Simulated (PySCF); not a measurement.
**Gallium: a sound run and one with changed settings**

Sound run: Ga [Ar] 3d10 4s2 4p1, Ga+ [Ar] 3d10 4s2. Computed with PySCF 2.14 in 6-31G*, with the non-relativistic Hamiltonian (point nucleus). In the sound run the correlated levels freeze [Ar] 3d10. The sound run starts from symmetry-adapted Hartree-Fock orbitals and uses a fine grid where one is needed.

Changed run: a valence shell is frozen. This setting is unsound on purpose.

Ionisation energy of Ga:

```tsv
method	sound run (eV)	changed run (eV)
UHF	5.570	5.570
MP2	5.702	5.570
SCS-MP2	5.684	5.570
CCSD	5.762	5.570
CCSD(T)	5.775	5.570
CCSDT	n/a	5.570
FCI	n/a	5.570
```

Freezing a valence shell removes pair correlation that changes on ionisation.

For comparison, NIST gives 5.999 eV between the lowest levels.
